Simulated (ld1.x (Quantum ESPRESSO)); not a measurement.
**Transferability test, TM potential for Zn (Z = 30)**

| Quantity | Value |
| --- | --- |
| Element | Zn |
| Generator | ld1.x (Quantum ESPRESSO) 7.5 |
| Type | norm-conserving Troullier–Martins (Kleinman–Bylander form) |
| Functional | PBEsol |
| Relativity | scalar-relativistic |
| Frozen core | [Ne] 3s2 |
| Valence charge | 18 |
| Reference configuration | 3p6 3d9 4s0 4p0 (charge +3) |
| Partial waves | 4s (bound, empty): rc 1.90 bohr; 3d (bound): rc 1.20 bohr; 3p (bound): rc 1.15 bohr |
| Local potential | the p channel |
| Core correction | a·sin(br)/r model core inside 0.85 bohr |

Energies are relative to the spin-unpolarised reference configuration 3p6 3d9 4s0 4p0; without spin polarisation the order of configurations can differ from experiment.

| valence configuration | charge | ΔE all-electron (eV) | error AE − PS (meV) |
| --- | --- | --- | --- |
| 3p6 3d10 4s2 4p0 | 0 | -68.757 | +75 |
| 3p6 3d10 4s0 4p0 | +2 | -40.509 | -19 |
| 3p6 3d10 4s1.5 4p0 | +0.5 | -64.807 | +61 |
| 3p5 3d10 4s2 4p0 | +1 | 23.135 | -123 |
| 3p6 3d10 4s1 4p1 | 0 | -63.630 | +47 |

Problem. What are ΔE and the potential's error for 3p6 3d10 4s1 4p0?

Solution. ΔE = -58.857 eV all-electron; the error (AE − PS) is +42 meV.

Problem. What are ΔE and the potential's error for 3p6 3d9 4s2 4p0?

Solution. ΔE = -50.823 eV all-electron; the error (AE − PS) is -22 meV.

Note: ghost state, extra bound levels that the all-electron valence spectrum of the same l lacks: s at -165.6 eV. A true bound ghost makes a file unfit for plane-wave use.
